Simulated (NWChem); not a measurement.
Molecule: CF$_{2}$, singlet; SMILES F[C]F

Computed with NWChem. Low-valent species are run as closed-shell singlets; no triplet was tried in these runs. Geometry: optimised at PBE0/def2-SVP. Level: PBE0/def2-SVP with SMD (1 M gas to 1 M solution), gas-phase geometry.

**Question.** What does the run give for solvent water? Quantities: solvation free energy (kcal/mol); cavity-dispersion-structure term (kcal/mol); dipole in solution (D).

**Answer.** The solvation free energy (kcal/mol) comes out as 3.5 and the cavity-dispersion-structure term (kcal/mol) is 5.5. The dipole in solution (D) is 0.92.
